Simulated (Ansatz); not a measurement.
A run of Ansatz (development build ahead of 0.2.0) on doublet ZrN at this shape:

```xyz
2

Zr    0.0000    0.0000    0.0000
N     0.0000    0.0000    1.7000
```

Its results:

```yaml
Converged: yes
Total_energy: -101.56887 hartree
Spin_squared_of_the_determinant: 0.756
Stability_test: minimum
```

Forces (eV/Å):
```json
{"atom": "Zr1", "Fx": "0.000", "Fy": "0.000", "Fz": "0.849"}
{"atom": "N2", "Fx": "0.000", "Fy": "0.000", "Fz": "-0.849"}
```

(1) Which input gives this output? Name the method, the orbitals and the basis set, and write the input.

## Answers

(1) PBE0 (unrestricted) in def2-SVP. The basis set brings a core potential for Zr, so the total leaves out those core electrons.

```yaml
crystal:
  periodic: [false, false, false]
  atoms:
    - { symbol: Zr, position_ang: [0.0, 0.0, 0.0] }
    - { symbol: "N", position_ang: [0.0, 0.0, 1.7] }
basis:
  gaussian: { orbitals: def2-SVP }
magnetization:
  spin_polarized: true
  initial_magnetization: 1
hamiltonian:
  xc: pbe0
output:
  forces: true
```

Caution: other spin multiplicities were not run.
